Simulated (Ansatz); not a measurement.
Reaction (substitution at a C–C bond): `CC(C)CCC(C)(C)C` + HCl → `CC(C)CCl` + `CC(C)(C)C`

Isolated molecules relaxed with PBE0-D4/def2-TZVP in Ansatz; ΔE leaves out vibrations. CCSD(T)/CBS adds triple-zeta CCSD(T) − MP2 to the extrapolated MP2 energy (def2 sets, frozen cores). This one scheme is used for every species. DFT in def2-TZVPP. HSE06 is defined as in plane-wave codes. One conformer a species, not always the lowest.

`CC(C)CCC(C)(C)C`:

Cartesian coordinates in Å:
```
C 1.627 -2.428 -0.021
C 1.919 -0.996 -0.446
C 2.733 -0.979 -1.732
C 0.646 -0.168 -0.613
C -0.156 0.008 0.666
C -1.367 0.950 0.594
C -2.365 0.467 -0.456
C -2.046 0.945 1.961
C -0.932 2.376 0.267
H 1.117 -2.477 0.942
H 2.551 -3.006 0.065
H 0.993 -2.927 -0.762
H 2.521 -0.524 0.342
H 2.170 -1.439 -2.551
H 2.981 0.042 -2.033
H 3.668 -1.534 -1.620
H 0.930 0.814 -1.007
H 0.026 -0.640 -1.385
H -0.515 -0.969 1.008
H 0.514 0.376 1.455
H -3.264 1.090 -0.447
H -2.671 -0.565 -0.261
H -1.944 0.509 -1.463
H -1.358 1.284 2.742
H -2.386 -0.060 2.228
H -2.916 1.607 1.970
H -0.200 2.739 0.994
H -1.790 3.054 0.291
H -0.485 2.449 -0.727
```

HCl:

Cartesian coordinates in Å:
```
Cl 0.184 -0.399 0.464
H -0.184 0.399 -0.464
```

`CC(C)CCl`:

```xyz
14

C     1.233   -0.779    0.260
C     0.152    0.294    0.212
C    -0.060    0.800   -1.205
C    -1.120   -0.273    0.813
Cl   -2.406    0.953    0.998
H     0.948   -1.648   -0.342
H     1.419   -1.122    1.281
H     2.174   -0.395   -0.142
H     0.467    1.134    0.843
H     0.862    1.226   -1.606
H    -0.364   -0.019   -1.865
H    -0.834    1.568   -1.242
H    -0.939   -0.675    1.810
H    -1.532   -1.064    0.184
```

`CC(C)(C)C`:

```xyz
17

C    -0.175    1.299   -0.781
C     0.000    0.000    0.000
C     1.483   -0.231    0.278
C    -0.552   -1.164   -0.818
C    -0.756    0.096    1.322
H     0.214    2.152   -0.218
H     0.357    1.258   -1.736
H    -1.230    1.491   -0.994
H     1.638   -1.158    0.837
H     1.905    0.589    0.865
H     2.050   -0.303   -0.654
H    -0.440   -2.110   -0.281
H    -0.026   -1.257   -1.773
H    -1.615   -1.024   -1.033
H    -0.648   -0.824    1.904
H    -1.824    0.262    1.152
H    -0.381    0.924    1.930
```

Task: Is it downhill or uphill in electronic energy at CCSD(T)/CBS, and by how much? (An estimate is asked.)

Result: The calculation gave: Uphill: ΔE = +10.8 kJ/mol.

Task: What do these levels give: LDA (SPW92), BLYP-D4, B97M-V, HSE06-D4, PBE-QIDH, r2SCAN0, BHLYP, CAM-B3LYP, LC-ωPBE, MP2/def2-SVP, HF/def2-TZVPP, CCSD/CBS(def2)? (An estimate is asked.)

Result: Computed: LDA (SPW92) 12.6, BLYP-D4 1.0, B97M-V 7.9, HSE06-D4 6.1, PBE-QIDH 7.1, r2SCAN0 2.3, BHLYP -3.4, CAM-B3LYP -1.2, LC-ωPBE 3.7, MP2/def2-SVP 20.9, HF/def2-TZVPP -8.3, CCSD/CBS(def2) 9.5 kJ/mol.

Largest T1 diagnostic among the species: 0.009.

From BLYP to BHLYP (50 % exact exchange), in def2-TZVPP and without D4, ΔE moves by +9.2 kJ/mol. The D4 term adds +10.9 kJ/mol with B3LYP and +7.3 kJ/mol with PBE0; it sums over pairs of atoms, weighted by their polarisabilities, and B3LYP, whose exchange is more repulsive, gets the larger term. At CCSD(T), def2-SVP lies +9.3 kJ/mol from the extrapolated value and def2-TZVPP +2.5 kJ/mol.

B3LYP here is the variant with VWN-RPA as its local correlation; programs differ in this.
